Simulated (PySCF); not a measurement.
PtH6: one-bond stretch

Level of theory: PBE0/[Pt def2-TZVP with ECP60, H def2-TZVP], scalar-relativistic core potentials, density fitting, no spin–orbit coupling, PySCF.

Rigid scan from the singlet minimum (H–H 0.938 Å (×2), Pt–H 1.636 Å (×2), Pt–H 1.662 Å (×4); H–H–Pt 73.6° (×4), H–Pt–H 32.8° (×2), H–Pt–H 73.6° (×4), H–Pt–H 106.4° (×4), H–Pt–H 147.2° (×2), H–Pt–H 180.0° (×3)). Coordinate: the bond from Pt to the last atom (H) scaled, the rest fixed. Energies in kJ/mol from the minimum.

(1) Predict the curve at 0.92, 0.96, 1.00, 1.05, 1.12, 1.20, 1.35, 1.55, 1.80, 2.20.

## Answers

(1) 
| scale of one bond | E (kJ/mol) | dipole size (D) |
| --- | --- | --- |
| 0.92 | 15.6 | 0.26 |
| 0.96 | 3.5 | 0.13 |
| 1.00 | 0.0 | 0.00 |
| 1.05 | 4.4 | 0.17 |
| 1.12 | 21.5 | 0.42 |
| 1.20 | 50.5 | 0.71 |
| 1.35 | 115.3 | 1.27 |
| 1.55 | 200.5 | – |
| 1.80 | 289.2 | – |
| 2.20 | 387.6 | – |

At long bonds a restricted determinant can lie too high, and another spin state can fall below this curve.

With an element this heavy the missing spin–orbit coupling can shift these numbers.
